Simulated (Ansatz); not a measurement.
A series at Zr: from `[OH][Zr]([OH])([OH])[SH]`, ligands are replaced one by one, each step taking up H–F and setting free H₂O; n counts the steps. Ansatz, PBE0-D4/def2-TZVP geometries. Each molecule was computed in one conformer, which needn't be the lowest.

```
n                    molecule  HOMO energy, ωB97M-V/def2-TZVPP (eV)
0  `[OH][Zr]([OH])([OH])[SH]`                                 -9.11
1   `[OH][Zr]([OH])([F])[SH]`                                     ?
2    `[OH][Zr]([F])([F])[SH]`                                 -9.92
3     `[F][Zr]([F])([F])[SH]`                                -10.33
```

By hand: fit a straight line y = ȳ + b (n − n̄) to the 3 given rows and predict n = 1.

n̄ = 1.667, ȳ = -9.787; Σ(n − n̄)(y − ȳ) = -1.897, Σ(n − n̄)² = 4.667, so b = -0.406 eV a step. Prediction: -9.787 + (-0.406) × (-0.667) = -9.52 eV.

By hand: compare with the computed value, -9.51 eV, and give the steps along the whole series.

The line misses by 0.01 eV (computed minus predicted). Steps: -0.40, -0.41, -0.41 eV.

The steps differ by at most 0.01 eV, 2.5 % of a mean step, so the ligands' effects nearly add and a line is close. The miss is 0.8 % of the series' range.
